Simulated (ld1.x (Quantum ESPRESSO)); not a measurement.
The numbers below are computed, except where a source is named.
**Potentials for tin (Sn) compared**

Generated with ld1.x 7.5 (TM, RRKJ, ultrasoft, PAW), atompaw 4.2 or ONCVPSP 4.0.1. The cutoff is in Ry: for ld1.x and atompaw files where the sum of valence levels is converged to 10 mRy in a Bessel basis, for ONCV files where the hardest occupied wave has 1 mHa per electron of residual kinetic energy. The error is the largest all-electron minus pseudo excitation energy over each file’s own four to seven test configurations (ionisations up to +4, promotions, holes and added fractions of an electron), all of which were solved. The labels leave out finer settings (local radius, basis sizes, second energies), which also bear on the numbers. Spin-polarised tests are not counted. The rows are a selection from randomly drawn settings: files with unsolved tests, undetermined cutoffs or missed reference levels are left out.

A true bound ghost makes a file unfit for plane-wave use even where its test errors are small: the radial tests pick states by their node count and pass the ghost by.

| potential | cutoff (Ry) | largest error (meV) | bound ghosts |
| --- | --- | --- | --- |
| TM, LDA (PZ), fully relativistic, rc 1.90/2.05/1.40 (spd), local s, core correction yes, reference 4d10 5s2 5p2 | 90 | -62 | none |
| TM, PBEsol, scalar-relativistic, rc 2.05/2.15/2.25 (spd), local s, core correction yes, reference 5s2 5p2 | 21 | -367 | d |
| TM, LDA (PZ), non-relativistic, rc 1.50/2.70 (sp), local p, core correction yes, reference 5s2 5p2 | 35 | -207 | none |
| TM, PBE, scalar-relativistic, rc 1.70/2.80/2.75 (spd), local smoothed, core correction yes, reference 5s2 5p2 | 25 | -256 | none |

Question: Fill in the row for Sn: TM, revPBE, scalar-relativistic, rc 2.10/2.65/1.05 (spd), local s, core correction no, reference 4d10 5s2 5p1.

Answer: cutoff 100 Ry, largest error -386 meV, bound ghosts: none.
